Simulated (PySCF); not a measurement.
Molecule: SMILES O=C(O)[SiH2]O[SiH3], CH6O3Si2.

Cartesian coordinates in Å; atom numbers follow the order of the lines, from 1:
```xyz
12

O     0.982    0.274   -1.327
C     1.482    0.089   -0.244
O     2.803    0.051   -0.052
Si    0.391   -0.173    1.320
O    -1.152   -0.079    0.766
Si   -2.041    0.033   -0.647
H     3.225    0.194   -0.918
H     0.674    0.902    2.309
H     0.686   -1.509    1.908
H    -1.847    1.361   -1.293
H    -1.694   -1.071   -1.585
H    -3.470   -0.105   -0.243
```

Geometry PBE0-D3(BJ)/def2-SVP throughout; GIAO in PySCF, gas phase, one conformer, non-relativistic; equivalent atoms averaged; basis pcSseg-1.

For orientation, KT2 gives these absolute shieldings σ: O1 -135.8, O3 101.1, O5 328.3, C2 11.1, Si6 391.4, Si4 408.2, H7 24.99, H10/H11/H12 25.94, H8/H9 26.00 ppm.

A run gave: O1 -145.3, O3 99.6, O5 330.1, C2 11.6, Si6 390.5, Si4 406.0, H7 24.82, H10/H11/H12 26.01, H8/H9 26.05 ppm (absolute shieldings σ).

Q: Which functional was used in that run?
A. BP86
B. OPBE
C. B97-D
D. LDA

A: B. C2 tells them apart best: OPBE gives 11.6, BP86 gives -1.7, B97-D gives 2.0, LDA gives -7.4 ppm.
